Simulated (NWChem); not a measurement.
System: MnH₂O₂, sextet; SMILES [OH][Mn][OH]

Here is an NWChem input.

```
start job
memory heap 200 mb stack 900 mb global 1100 mb
geometry units angstroms noautosym
  Mn    -0.000000    -0.000002     0.012407
  O      0.219184     1.794884    -0.040204
  H     -0.399358     2.525919     0.299999
  O     -0.219185    -1.794888    -0.040204
  H      0.399367    -2.525913     0.299994
end
basis spherical
  * library def2-svp
end
dft
  odft
  mult 6
  xc pbe0
  grid fine
  iterations 150
end
driver
  maxiter 120
  tight
end
task dft optimize
task dft freq
```

NWChem printed, in part:

```
             Northwest Computational Chemistry Package (NWChem) 7.3.0
             --------------------------------------------------------

                             Geometry "geometry" -> ""
                             -------------------------

 Output coordinates in angstroms (scale by  1.889725989 to convert to a.u.)

  No.       Tag          Charge          X              Y              Z
 ---- ---------------- ---------- -------------- -------------- --------------
    1 Mn                  25.0000    -0.00000002    -0.00000023     0.00619993
    2 O                    8.0000     0.21918398     1.79488577    -0.04641107
    3 H                    1.0000    -0.39935802     2.52592077     0.29379193
    4 O                    8.0000    -0.21918502    -1.79488623    -0.04641107
    5 H                    1.0000     0.39936698    -2.52591123     0.29378693

 Effective nuclear repulsion energy (a.u.)     147.0441708163

                                Z-matrix (autoz)
                                --------

 Units are Angstrom for bonds and degrees for angles

      Type          Name      I     J     K     L     M      Value
      ----------- --------  ----- ----- ----- ----- ----- ----------
    1 Stretch                  1     2                       1.80898
    2 Stretch                  1     4                       1.80898
    3 Stretch                  2     3                       1.01624
    4 Stretch                  4     5                       1.01624
    5 Bend                     1     2     3               129.06950
    6 Bend                     1     4     5               129.06880
    7 Bend                     2     4     5               129.81122
    8 Bend                     4     2     3               129.81190
    9 Torsion                  3     2     4     5        -128.32715
   10 Torsion                  2     3     1     4        -169.55631
   11 Torsion                  2     1     5     4        -169.55645

                           NWChem Geometry Optimization
                           ----------------------------

 maximum gradient threshold         (gmax) =   0.000015
 rms gradient threshold             (grms) =   0.000010
 maximum cartesian step threshold   (xmax) =   0.000060
 rms cartesian step threshold       (xrms) =   0.000040
 fixed trust radius                (trust) =   0.300000
 source of zmatrix                         =   autoz

          -------------------
          Energy Minimization
          -------------------

 Using diagonal initial Hessian
 Scaling for Hessian diagonals: bonds = 1.00  angles = 0.25  torsions = 0.10

          --------
          Step   0

                                 NWChem DFT Module
                                 -----------------

 Summary of "ao basis" -> "ao basis" (spherical)
 ------------------------------------------------------------------------------
       Tag                 Description            Shells   Functions and Types
 ---------------- ------------------------------  ------  ---------------------
 Mn                         def2-svp                11       31   5s3p2d1f
 O                          def2-svp                 6       14   3s2p1d
 H                          def2-svp                 3        5   2s1p

            General Information
            -------------------
          SCF calculation type: DFT
          Wavefunction type:  spin polarized.
          No. of atoms     :     5
          No. of electrons :    43
           Alpha electrons :    24
            Beta electrons :    19
          Charge           :     0
          Spin multiplicity:     6
          Use of symmetry is: off; symmetry adaption is: off
          Maximum number of iterations: 150
          AO basis - number of functions:    69
                     number of shells:    29
          Convergence on energy requested:  1.00D-06
          Convergence on density requested:  1.00D-05
          Convergence on gradient requested:  5.00D-04

              XC Information
              --------------
                         PBE0 Method XC Functional
                     Hartree-Fock (Exact) Exchange  0.250
          PerdewBurkeErnzerhof Exchange Functional  0.750
            Perdew 1991 LDA Correlation Functional  1.000 local
           PerdewBurkeErnz. Correlation Functional  1.000 non-local

[...]

      ----------------------
      Optimization converged
      ----------------------

  Step       Energy      Delta E   Gmax     Grms     Xrms     Xmax
  ---- ---------------- -------- -------- -------- -------- --------
@   24   -1302.06290463  9.9D-08  0.00000  0.00000  0.00002  0.00005
                                     ok       ok       ok       ok

                                Z-matrix (autoz)
                                --------

 Units are Angstrom for bonds and degrees for angles

      Type          Name      I     J     K     L     M      Value     Gradient
      ----------- --------  ----- ----- ----- ----- ----- ---------- ----------
    1 Stretch                  1     2                       1.80799   -0.00000
    2 Stretch                  1     4                       1.80799    0.00000
    3 Stretch                  2     3                       0.95783   -0.00000
    4 Stretch                  4     5                       0.95783   -0.00000
    5 Bend                     1     2     3               132.13551   -0.00000
    6 Bend                     1     4     5               132.13530   -0.00000
    7 Bend                     2     4     5               133.97320   -0.00000
    8 Bend                     4     2     3               133.97338   -0.00000
    9 Torsion                  3     2     4     5        -102.02363   -0.00000
   10 Torsion                  2     3     1     4        -160.67380   -0.00000
   11 Torsion                  2     1     5     4        -160.67405   -0.00000

                         Geometry "geometry" -> "geometry"
                         ---------------------------------

 Output coordinates in angstroms (scale by  1.889725989 to convert to a.u.)

  No.       Tag          Charge          X              Y              Z
 ---- ---------------- ---------- -------------- -------------- --------------
    1 Mn                  25.0000     0.00000123     0.00000160    -0.00117113
    2 O                    8.0000     0.14189995     1.80016238    -0.09131297
    3 H                    1.0000    -0.33996576     2.50525247     0.34237889
    4 O                    8.0000    -0.14190042    -1.80015970    -0.09131207
    5 H                    1.0000     0.33997288    -2.50524791     0.34237393

 Effective nuclear repulsion energy (a.u.)     147.7217110141

                Final and change from initial internal coordinates
                --------------------------------------------------

                                Z-matrix (autoz)
                                --------

 Units are Angstrom for bonds and degrees for angles

[...]

 Rotational Constants
 --------------------
 A=  17.539163 cm-1  ( 25.234379 K)
 B=   0.143936 cm-1  (  0.207087 K)
 C=   0.143846 cm-1  (  0.206957 K)

 Temperature                      =   298.15K
 frequency scaling parameter      =   1.0000

 Zero-Point correction to Energy  =   15.138 kcal/mol  (  0.024123 au)
 Thermal correction to Energy     =   18.692 kcal/mol  (  0.029788 au)
 Thermal correction to Enthalpy   =   19.284 kcal/mol  (  0.030731 au)

 Total Entropy                    =   71.548 cal/mol-K
   - Translational                =   39.351 cal/mol-K (mol. weight =  88.9436)
   - Rotational                   =   21.014 cal/mol-K (symmetry #  =        1)
   - Vibrational                  =   11.182 cal/mol-K

 Cv (constant volume heat capacity) =   16.235 cal/mol-K
   - Translational                  =    2.979 cal/mol-K
   - Rotational                     =    2.979 cal/mol-K
   - Vibrational                    =   10.276 cal/mol-K

[normal modes left out]

 ----------------------------------------------------------------------------
 Normal Eigenvalue ||           Projected Infra Red Intensities
  Mode   [cm**-1]  || [atomic units] [(debye/angs)**2] [(KM/mol)] [arbitrary]
 ------ ---------- || -------------- ----------------- ---------- -----------
    1       -0.000 ||    0.093339           2.153        90.992      14.136
    2       -0.000 ||    0.011647           0.269        11.354       1.764
    3       -0.000 ||    0.000039           0.001         0.038       0.006
    4       -0.000 ||    0.013337           0.308        13.001       2.020
    5       -0.000 ||    0.005189           0.120         5.059       0.786
    6        0.000 ||    0.000013           0.000         0.013       0.002
    7      117.705 ||    0.052287           1.206        50.972       7.919
    8      124.066 ||    0.006879           0.159         6.706       1.042
    9      154.955 ||    0.099258           2.290        96.761      15.033
   10      409.757 ||    0.306062           7.061       298.364      46.354
   11      437.441 ||    0.054133           1.249        52.771       8.199
   12      629.287 ||    0.001433           0.033         1.397       0.217
   13      764.156 ||    0.193017           4.453       188.162      29.233
   14     3978.134 ||    0.141084           3.255       137.535      21.367
   15     3978.445 ||    0.012697           0.293        12.377       1.923
 ----------------------------------------------------------------------------
```

Level: PBE0/def2-SVP, spin-unrestricted. This spin state was assumed; another may lie lower. The printed entropy takes a lower symmetry number than the molecule has.
